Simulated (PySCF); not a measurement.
**Nuclear quadrupole coupling in `COCP(CP)C1CC1`**

Species: C₆H₁₄OP₂.
Atom-mapped SMILES: `[CH3:1][O:2][CH2:3][P:4]([CH2:5][PH2:6])[CH:7]1[CH2:8][CH2:9]1` (hydrogens: H10, H11, H12 on C1; H13, H14 on C3; H15, H16 on C5; H17, H18 on P6; H19 on C7; H20, H21 on C8; H22, H23 on C9)

Geometry (GFN2-xTB, Å), atoms numbered from 1 in this order:
```xyz
23
C6H14OP2 angstrom
C      3.1936    0.0080    0.7295
O      1.8168    0.1884    0.5280
C      1.4592    0.2125   -0.8284
P     -0.3852    0.4662   -0.9904
C     -0.5126    1.9048    0.1855
P     -2.2404    2.5543    0.4048
C     -0.9039   -0.8768    0.1459
C     -2.2854   -1.4502    0.0024
C     -1.1046   -2.2456   -0.4431
H      3.3564    0.0146    1.8058
H      3.5338   -0.9482    0.3126
H      3.7713    0.8179    0.2663
H      1.9792    1.0259   -1.3619
H      1.7246   -0.7352   -1.3251
H     -0.1039    1.6336    1.1634
H      0.0919    2.7258   -0.2164
H     -2.5858    2.4899   -0.9452
H     -2.8335    1.3186    0.6590
H     -0.4795   -0.8140    1.1426
H     -2.9313   -1.0386   -0.7602
H     -2.8073   -1.7531    0.8985
H     -0.9534   -2.3697   -1.5063
H     -0.8046   -3.1019    0.1427
```

Field gradients from the PBE0/pcSseg-1 density (PySCF, non-relativistic), principal values in atomic units, ordered |Vxx| ≤ |Vyy| ≤ |Vzz|:

```csv
atom,Vxx,Vyy,Vzz
O2,0.0344,2.0204,-2.0548
```

Question: Find the asymmetry η = (Vxx − Vyy)/Vzz and the couplings χ = eQV/h (234.96 MHz × Q in barn × V in au), with Q(17O) = −0.0256 b.

Answer: 
```
atom   environment  nucleus     η  χzz (MHz)  χxx (MHz)  χyy (MHz)
  O2  ether oxygen      17O  0.97      12.36      -0.21     -12.15
```

At O2 η is above 0.9: Vyy and Vzz are nearly equal in size and opposite in sign, so a small change could swap them and flip the sign of χzz. 

Question: What is Vzz at O2 in SI units (1 au = 9.71736 × 10²¹ V/m²)?

Answer: -2.0548 au = -19.967 × 10²¹ V/m².

Question: And the gradient at the other heavy atoms, for which no coupling is worked out here?

Answer: 
| atom | environment | Vzz (au) | η |
| --- | --- | --- | --- |
| C1 | methoxy carbon | 0.372 | 0.09 |
| C3 | sp3 carbon bound to oxygen | 0.339 | 0.04 |
| P4 | phosphine phosphorus | -1.413 | 0.13 |
| C5 | sp3 carbon bound to phosphorus | 0.099 | 0.67 |
| P6 | phosphine phosphorus | -1.289 | 0.20 |
| C7 | sp3 carbon bound to phosphorus | 0.171 | 0.45 |
| C8 | three-membered-ring carbon | 0.181 | 0.03 |
| C9 | three-membered-ring carbon | 0.183 | 0.07 |

Question: What couplings would deuterons (Q(2H) = 0.00286 b) have in place of the hydrogens, at this geometry?

Answer: 
| atom | bonded to | bond length (Å) | Vzz (au) | η | χzz (kHz) |
| --- | --- | --- | --- | --- | --- |
| H10 | C1 | 1.089 | 0.3065 | 0.06 | 206 |
| H11 | C1 | 1.097 | 0.2894 | 0.08 | 195 |
| H12 | C1 | 1.097 | 0.2891 | 0.08 | 194 |
| H13 | C3 | 1.103 | 0.2821 | 0.07 | 190 |
| H14 | C3 | 1.102 | 0.2831 | 0.08 | 190 |
| H15 | C5 | 1.094 | 0.3023 | 0.01 | 203 |
| H16 | C5 | 1.096 | 0.3031 | 0.03 | 204 |
| H17 | P6 | 1.395 | 0.1990 | 0.08 | 134 |
| H18 | P6 | 1.394 | 0.1996 | 0.07 | 134 |
| H19 | C7 | 1.085 | 0.3195 | 0.07 | 215 |
| H20 | C8 | 1.081 | 0.3270 | 0.07 | 220 |
| H21 | C8 | 1.080 | 0.3308 | 0.07 | 222 |
| H22 | C9 | 1.081 | 0.3276 | 0.07 | 220 |
| H23 | C9 | 1.080 | 0.3317 | 0.07 | 223 |

One conformer (not necessarily the lowest) at the GFN2-xTB geometry, without solvent, vibrations or thermal averaging. GFN2-xTB bond lengths can be off by several hundredths of an ångström, more for odd bonds, and the gradients follow them. These gradients aren't converged with respect to the basis.
